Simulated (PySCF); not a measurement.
Question: Give a PBE0-D3(BJ)/def2-SVP geometry of InChI=1S/C8H7F3O/c9-7(8(10)11)5-1-3-6(12)4-2-5/h1,3,5H,2,4H2/t5-/m0/s1.

Answer: 
Z-matrix in Å and degrees, rows numbered from 1:
```
O 
C   1  1.2110
C   2  1.4793  1  121.69
C   3  1.3414  2  122.51  1  -178.67
C   4  1.5078  3  123.42  2     2.01
C   5  1.4907  4  110.95  3   144.94
F   6  1.3370  5  115.62  4   -60.59
C   6  1.3328  5  126.04  4   120.66
F   8  1.3135  6  123.27  5    -1.42
F   8  1.3069  6  124.58  5   178.69
C   5  1.5337  4  110.88  3    20.82
C   2  1.5143  1  122.44  3   177.62
H   3  1.0932  2  115.87  1     2.77
H   4  1.0954  3  119.69  2  -177.35
H   5  1.1058  4  107.74  3   -98.72
H  11  1.1024  5  108.01  4    72.27
H  11  1.1003  5  109.70  4  -171.52
H  12  1.1060  2  106.62  1   -89.06
H  12  1.0991  2  108.09  1    25.33
```

The C–F distances run from 1.307 Å (C8–F10, drawn single) to 1.337 Å (C6–F7, drawn single), a spread of 0.030 Å. The C–C distances run from 1.333 Å (C6=C8, drawn double) to 1.534 Å (C5–C11, drawn single), a spread of 0.201 Å. The 6-membered ring C2–C3–C4–C5–C11–C12 has internal angles of 110.9° to 123.4° (sum 697°, against 720° for a flat polygon); it is puckered, 0.19 Å rms from its mean plane, widest ring torsion 55°. Of the pairs four or more bonds apart, F9···H15 is among the closest relative to their van der Waals radii: 2.47 Å, 92 % of the sum of Bondi's values.

Method used: PBE0-D3(BJ)/def2-SVP geometry optimisation, gas phase (PySCF).

Point group: C1 (no symmetry element, even within 0.4 Å). PBE0-D3(BJ)/def2-SVP frequencies: not computed here. The numbers are those of one conformer (C4–C5–C6–F7 -61°, O1–C2–C3–C4 -179°, C3–C4–C5–C6 145°, C4–C5–C11–C12 -48°, C5–C11–C12–C2 55°).

Rough CPU time on one thread of a shared machine: about 8 min. This is the geometry optimisation.
